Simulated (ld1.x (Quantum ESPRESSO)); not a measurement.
## Scattering properties, RRKJ potential for Ti (Z = 22)

Ti, norm-conserving RRKJ (Kleinman–Bylander form), made with ld1.x (Quantum ESPRESSO) 7.5 (PBE, scalar-relativistic). Core [Ne], reference 3s2 3p6 3d2 4s0 4p0 (charge +2). Waves: 3s (bound): rc 1.40 bohr; 3p (bound): rc 1.20 bohr; 3d (bound): rc 1.25 bohr. Local part: the d channel. Core correction: a·sin(br)/r model core inside 0.65 bohr.

The phase is arctan(r·u′/u) with u = r·R(r), unwrapped; energies in Ry, scanned from -8 to 5 Ry. A pole is an energy at which the radial function vanishes at the test radius. The pseudo phase is shifted by a multiple of π to meet the all-electron one at the reference energy, and phase errors are pseudo minus all-electron; the curves can meet again beyond the range given. Levels narrower than the energy grid can be missing from the lists of poles.

```
channel  radius (bohr)  reference energy (Ry)  poles, all-electron  poles, pseudo  unbroken range about the reference energy with phases within 0.05 rad  phase error 1 Ry above the reference energy (rad)
      s           1.55                  -5.77                -4.42    -4.44, 2.42                                                             below -0.6                                             -0.001
      p           1.55                  -4.03                -2.39          -2.38                                                        the whole range                                             +0.000
      d           1.55                  -1.45                 0.53           0.57                                                              below 4.1                                             +0.003
```

Phases in the s channel:

```
E (Ry)  all-electron  pseudo
 -8.00         1.062   1.061
 -7.76         1.004   1.003
 -7.52         0.925   0.922
 -7.28         0.809   0.806
 -7.04         0.631   0.627
 -6.80         0.346   0.341
 -6.56        -0.079  -0.083
 -6.32        -0.550  -0.552
 -6.08        -0.909  -0.910
 -5.84        -1.137  -1.137
 -5.60        -1.282  -1.282
 -5.36        -1.379  -1.380
 -5.12        -1.448  -1.449
 -4.88        -1.500  -1.501
 -4.64        -1.541  -1.542
 -4.40        -1.574  -1.576
 -4.16        -1.601  -1.604
 -3.92        -1.625  -1.628
 -3.68        -1.645  -1.649
 -3.44        -1.664  -1.669
 -3.20        -1.681  -1.686
 -2.96        -1.697  -1.703
 -2.72        -1.711  -1.719
 -2.48        -1.726  -1.735
 -2.24        -1.739  -1.751
 -2.00        -1.753  -1.767
 -1.76        -1.766  -1.784
 -1.52        -1.779  -1.801
 -1.28        -1.793  -1.820
 -1.04        -1.807  -1.841
 -0.80        -1.821  -1.864
 -0.56        -1.836  -1.891
 -0.32        -1.852  -1.923
 -0.08        -1.869  -1.962
  0.16        -1.887  -2.015
  0.40        -1.906  -2.088
  0.64        -1.927  -2.200
  0.88        -1.950  -2.396
  1.12        -1.975  -2.787
  1.36        -2.004  -3.487
  1.60        -2.036  -4.101
  1.84        -2.072  -4.415
  2.08        -2.113  -4.579
  2.32        -2.162  -4.681
  2.56        -2.218  -4.751
  2.80        -2.285  -4.806
  3.04        -2.364  -4.851
  3.28        -2.459  -4.892
  3.52        -2.572  -4.930
  3.76        -2.707  -4.967
  4.00        -2.864  -5.004
  4.24        -3.039  -5.043
  4.48        -3.225  -5.085
  4.72        -3.409  -5.132
  4.96        -3.580  -5.184
```
